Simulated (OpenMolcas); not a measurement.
## Which level was it?

The species is SnS (2 atoms), meant as a singlet with charge 0. SMILES: `[S][Sn]`. Geometry: the measured bond length.

| atom | x (Å) | y (Å) | z (Å) |
| --- | --- | --- | --- |
| S | 0.0000 | 0.0000 | 0.0000 |
| Sn | 0.0000 | 0.0000 | 2.2090 |

Orbital energies and the dipole are those of the mean-field step.

A calculation with OpenMolcas 26.06 gave:

```json
{
 "total energy": "-6571.1906 Eh",
 "dipole moment": "4.99 D",
 "HOMO energy": "-9.69 eV",
 "LUMO energy": "-0.28 eV",
 "HOMO–LUMO gap": "9.42 eV"
}
```

Question: Which of these levels gave the numbers?
A. MP2/ANO-RCC-VTZP (DKH2)
B. MP2/ANO-RCC-VDZ (DKH2)
C. MP2/ANO-RCC-VDZP (DKH2)
D. MP2/ANO-RCC-MB (DKH2)

Answer: B. The others give -6571.6557 Eh (MP2/ANO-RCC-VDZP (DKH2)), -6571.8147 Eh (MP2/ANO-RCC-VTZP (DKH2)), -6571.1190 Eh (MP2/ANO-RCC-MB (DKH2)).
